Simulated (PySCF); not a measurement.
# Spin-rotation constants: SMILES C1(=C\CF)/C(=C\C#N)C=C1, C8H6FN

Molfile (atoms numbered from 1):
```
C8H6FN
     RDKit          3D

 16 16  0  0  0  0  0  0  0  0999 V2000
    2.8408   -2.1695   -0.2584 N   0  0  0  0  0  0  0  0  0  0  0  0
    2.6227   -1.0526   -0.1059 C   0  0  0  0  0  0  0  0  0  0  0  0
    2.3709    0.3156    0.0817 C   0  0  0  0  0  0  0  0  0  0  0  0
    1.1321    0.8133    0.1313 C   0  0  0  0  0  0  0  0  0  0  0  0
    0.5192    2.1329    0.3058 C   0  0  0  0  0  0  0  0  0  0  0  0
   -0.7364    1.6319    0.2157 C   0  0  0  0  0  0  0  0  0  0  0  0
   -0.2478    0.2531    0.0301 C   0  0  0  0  0  0  0  0  0  0  0  0
   -0.7473   -0.9613   -0.1471 C   0  0  0  0  0  0  0  0  0  0  0  0
   -2.2000   -1.3005   -0.2185 C   0  0  0  0  0  0  0  0  0  0  0  0
   -3.0080   -0.2010   -0.0799 F   0  0  0  0  0  0  0  0  0  0  0  0
    3.2410    0.9509    0.1848 H   0  0  0  0  0  0  0  0  0  0  0  0
    0.9335    3.1122    0.4502 H   0  0  0  0  0  0  0  0  0  0  0  0
   -1.7246    2.0458    0.2580 H   0  0  0  0  0  0  0  0  0  0  0  0
   -0.0857   -1.8093   -0.2539 H   0  0  0  0  0  0  0  0  0  0  0  0
   -2.4741   -1.9988    0.5830 H   0  0  0  0  0  0  0  0  0  0  0  0
   -2.4440   -1.7536   -1.1882 H   0  0  0  0  0  0  0  0  0  0  0  0
  1  2  3  0
  2  3  1  0
  3  4  2  0
  4  5  1  0
  5  6  2  0
  6  7  1  0
  7  8  2  0
  8  9  1  0
  9 10  1  0
  7  4  1  0
  3 11  1  0
  5 12  1  0
  6 13  1  0
  8 14  1  0
  9 15  1  0
  9 16  1  0
M  END
```

Level of theory: GIAO B3LYP/pcSseg-0 magnetisability, rotational g tensor and spin-rotation constants, non-relativistic, gas phase in PySCF. Geometry: GFN2-xTB.

**Question.** Give the nuclear spin-rotation constants along the inertial axes (H = +C I·J) beside the isotropic shieldings.

**Answer.** Rotational constants 2.1534, 0.9087, 0.6416 GHz. A star marks the isotopologue with that one atom substituted, in its own axes.
```tsv
atom	isotope	Caa (kHz)	Cbb (kHz)	Ccc (kHz)	mean (kHz)	σ (ppm)
N1	14N	0.453	0.059	0.152	0.222	-62.7
F10	19F	0.008	0.329	0.020	0.119	448.4
H11	1H	-0.030	-0.034	-0.085	-0.050	28.6
H12	1H	-0.214	0.085	-0.088	-0.072	26.4
H13	1H	0.192	-0.078	-0.084	0.010	25.6
H14	1H	-0.043	-0.002	-0.086	-0.043	27.3
H15	1H	-0.224	-0.055	0.004	-0.091	27.5
H16	1H	-0.224	-0.054	0.004	-0.091	27.5
C2	13C*	0.914	0.029	0.290	0.411	61.7
C3	13C*	0.551	0.329	0.073	0.318	99.8
C4	13C*	0.917	0.482	0.099	0.499	17.9
C5	13C*	0.838	0.448	0.097	0.461	33.5
C6	13C*	0.960	0.458	0.097	0.505	19.6
C7	13C*	1.024	0.326	0.102	0.484	44.0
C8	13C*	0.882	0.315	0.089	0.429	65.5
C9	13C*	0.491	0.200	0.180	0.290	99.6
```
For the geometry as given, no vibrational averaging.
